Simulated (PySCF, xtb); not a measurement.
W(O)(S)(OH)(NH2) (H3NO2SW), SMILES [OH][W](=[O])(=[S])[NH2], multiplicity 1. Other conformers were not sampled.

Harmonic wavenumbers (cm⁻¹) from GFN2-xTB (xtb) at its own minimum, in rising order: 133, 138, 149, 176, 201, 262, 349, 439, 472, 488, 493, 502, 515, 848, 1468, 3249, 3262, 3519.

Question: What does PBE-D3(BJ)/def2-SVP (PySCF) give at its own minimum? (An estimate is asked for; the answer gives what the named calculation found.)

Answer: 164, 179, 200, 208, 243, 262, 350, 455, 525, 560, 640, 697, 699, 973, 1453, 3469, 3570, 3745. Paired by order, the mean absolute difference is 98 cm⁻¹ and the zero-point energies are 23.8 and 26.3 kcal/mol.
